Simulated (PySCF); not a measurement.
C4H8O, SMILES O1CCCC1.

Coordinates come from a PBE0-D3(BJ)/def2-SVP optimisation. Other conformers were not sampled.

Calculation: PBE/def2-TZVP (PySCF).

Symmetry labels are those of the subgroup C2 that the program uses (full group C2).

Computed valence orbital energies around the gap with their symmetry:
```json
[
 {"orbital": "HOMO−7", "symmetry": "B", "energy (eV)": "-10.55"},
 {"orbital": "HOMO−6", "symmetry": "A", "energy (eV)": "-10.27"},
 {"orbital": "HOMO−5", "symmetry": "B", "energy (eV)": "-9.70"},
 {"orbital": "HOMO−4", "symmetry": "A", "energy (eV)": "-8.61"},
 {"orbital": "HOMO−3", "symmetry": "B", "energy (eV)": "-8.42"},
 {"orbital": "HOMO−2", "symmetry": "A", "energy (eV)": "-7.91"},
 {"orbital": "HOMO−1", "symmetry": "A", "energy (eV)": "-7.39"},
 {"orbital": "HOMO", "symmetry": "B", "energy (eV)": "-5.46"},
 {"orbital": "LUMO", "symmetry": "A", "energy (eV)": "0.36"},
 {"orbital": "LUMO+1", "symmetry": "B", "energy (eV)": "1.12"},
 {"orbital": "LUMO+2", "symmetry": "B", "energy (eV)": "1.45"},
 {"orbital": "LUMO+3", "symmetry": "A", "energy (eV)": "1.82"}
]
```
